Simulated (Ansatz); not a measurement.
CH4OSSi can be A, `O=C([SiH3])S`, or B, `C1O[SiH2]S1`.

Gas-phase electronic energies from Ansatz, PBE0-D4/def2-TZVP geometries. CCSD(T)/CBS adds triple-zeta CCSD(T) − MP2 to the extrapolated MP2 energy (def2 sets, frozen cores). DFT in def2-TZVPP. B3LYP here is the variant with VWN-RPA as its local correlation; programs differ in this. One conformer a species, not always the lowest.

Question: Which isomer does CCSD(T)/CBS put lower? Give the gap. (Best estimate.)

Answer: Computed: B, by 143.7 kJ/mol.

Question: Give E(B) − E(A) in kJ/mol with r2SCAN-D4, PBE0-D4, BLYP-D4, HF/def2-TZVPP, CCSD(T)/def2-SVP, ωB97M-V, B3LYP. (Estimate.)

Answer: Computed: r2SCAN-D4 -126.2, PBE0-D4 -138.8, BLYP-D4 -94.3, HF/def2-TZVPP -144.3, CCSD(T)/def2-SVP -95.0, ωB97M-V -141.6, B3LYP -116.1. None reverses the order clearly.

Question: Does the order hold for the free energy at 298.15 K (harmonic terms from PBE0-D4)? (Estimate.)

Answer: Ansatz gave: Yes: G(B) − G(A) = -117.3 kJ/mol, for one conformer each.

Largest T1 diagnostic: 0.017.

From PBE to PBE0 (25 % exact exchange), in def2-TZVPP and without D4, E(B) − E(A) moves by −26.4 kJ/mol. At CCSD(T), def2-SVP lies +48.7 kJ/mol from the extrapolated value and def2-TZVPP +6.7 kJ/mol.
